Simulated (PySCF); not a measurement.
A structure optimised at PBE-D3(BJ)/def2-SVP, used in a PySCF frequency run:

```
C
H 1 1.1045
C 1 1.5041 2 116.01
F 3 1.3790 1 117.22 2 143.89
H 3 1.1038 4 111.28 1 143.41
C 3 1.4904 5 120.60 4 -144.88
H 6 1.1013 3 118.88 5 -1.41
H 6 1.1024 7 114.81 3 -144.80
Si 1 1.8706 2 114.85 3 144.92
F 9 1.6443 1 108.31 2 47.41
H 9 1.4992 10 107.94 1 -119.85
H 9 1.5005 11 111.51 10 117.34
```

Write its SMILES and formula.

F[SiH2][C@@H]1C[C@@H]1F, C₃H₆F₂Si

What are its rotational constants (standard atomic weights)?

5.9476, 1.6522, 1.4225 GHz
